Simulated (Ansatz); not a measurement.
Ansatz (an electronic-structure program) input (r2SCANh/def2-TZVPD):

Ansatz 0.2 input:
```yaml
crystal:
  periodic: [false, false, false]
  atoms:
    - {symbol: C, position_ang: [2.30476126, 0.03433154, -0.84965183]}
    - {symbol: C, position_ang: [1.40146586, -0.66552249, -0.17033441]}
    - {symbol: C, position_ang: [0.54277523, -0.12899810, 0.94185083]}
    - {symbol: B, position_ang: [-0.87273518, 0.12812578, 0.27839358]}
    - {symbol: C, position_ang: [-1.82817139, -1.07501314, -0.03853954]}
    - {symbol: C, position_ang: [-1.29206700, 1.60008141, -0.06320442]}
    - {symbol: H, position_ang: [2.52268847, 1.06801022, -0.60554689]}
    - {symbol: H, position_ang: [2.86524620, -0.40556154, -1.66433690]}
    - {symbol: H, position_ang: [1.21638678, -1.69635346, -0.45911151]}
    - {symbol: H, position_ang: [0.47221091, -0.87656307, 1.73897652]}
    - {symbol: H, position_ang: [0.98807789, 0.77965366, 1.35241255]}
    - {symbol: H, position_ang: [-1.41289492, -2.06550665, 0.15491690]}
    - {symbol: H, position_ang: [-2.72781795, -0.96663764, 0.58209907]}
    - {symbol: H, position_ang: [-2.19020790, -1.03991763, -1.07081326]}
    - {symbol: H, position_ang: [-2.17706813, 1.69581946, -0.69445782]}
    - {symbol: H, position_ang: [-0.46748585, 2.15123730, -0.52567908]}
    - {symbol: H, position_ang: [-1.49804315, 2.12591533, 0.87884879]}
basis:
  gaussian:
    orbitals: def2-TZVPD
hamiltonian:
  xc: {name: r2SCANh}
output: {forces: true}
```

End of the output:

```
integrals: 0.29 GiB planned
1596 factors; their error is unknown
0.56 GiB of the device are held for the grids
1.98 GiB of device memory are held for the factors and their scratch space
mean field: 2.44 GiB planned
mean field evaluation 1: about -6021.4362 eV, gradient 8.6e1 eV
mean field evaluation 2: about -6014.1504 eV, gradient 9.7e1 eV
mean field evaluation 4: about -6038.6310 eV, gradient 8.2e0 eV
mean field evaluation 8: about -6038.8036 eV, gradient 3.6e-1 eV
mean field evaluation 16: about -6038.7484 eV, gradient 9.8e-4 eV
mean field -6038.74838616 eV, -221.9199099807 hartree, gradient 5.8e-5 eV, S^2 0.000000; 0 other end points of the search recorded, 0 dependent functions left out
the calculation of the forces begins
reference -6038.74840321 eV, -221.9199106072 hartree; 23, 23 occupied and 298, 298 virtual orbitals, 1596 factors
Total energy: -6038.74840321 eV, -221.9199106072 hartree
Atom 0 at     2.304761     0.034332    -0.849652 Å, force    -0.012073     0.002724     0.008544 eV/Å
Atom 1 at     1.401466    -0.665522    -0.170334 Å, force    -0.092630     0.078167     0.073691 eV/Å
Atom 2 at     0.542775    -0.128998     0.941851 Å, force     0.078723    -0.014549    -0.047136 eV/Å
Atom 3 at    -0.872735     0.128126     0.278394 Å, force    -0.015659    -0.008437    -0.040609 eV/Å
Atom 4 at    -1.828171    -1.075013    -0.038540 Å, force     0.045723     0.007505     0.001920 eV/Å
Atom 5 at    -1.292067     1.600081    -0.063204 Å, force    -0.005356    -0.037481    -0.001678 eV/Å
Atom 6 at     2.522688     1.068010    -0.605547 Å, force    -0.010956    -0.001908     0.015657 eV/Å
Atom 7 at     2.865246    -0.405562    -1.664337 Å, force    -0.014055    -0.013992     0.011352 eV/Å
Atom 8 at     1.216387    -1.696353    -0.459112 Å, force    -0.006404    -0.014988    -0.004435 eV/Å
Atom 9 at     0.472211    -0.876563     1.738977 Å, force    -0.004923    -0.008629    -0.020635 eV/Å
Atom 10 at     0.988078     0.779654     1.352413 Å, force     0.006739     0.003961    -0.020709 eV/Å
Atom 11 at    -1.412895    -2.065507     0.154917 Å, force    -0.015187     0.020245     0.000676 eV/Å
Atom 12 at    -2.727818    -0.966638     0.582099 Å, force     0.025595     0.005383    -0.027833 eV/Å
Atom 13 at    -2.190208    -1.039918    -1.070813 Å, force    -0.003436     0.007235     0.035508 eV/Å
Atom 14 at    -2.177068     1.695819    -0.694458 Å, force     0.019296    -0.001727     0.020837 eV/Å
Atom 15 at    -0.467486     2.151237    -0.525679 Å, force    -0.013428    -0.008144     0.025421 eV/Å
Atom 16 at    -1.498043     2.125915     0.878849 Å, force     0.018032    -0.015365    -0.030571 eV/Å
Dipole moment:    -0.094452    -0.003838     0.055762 e Å
```
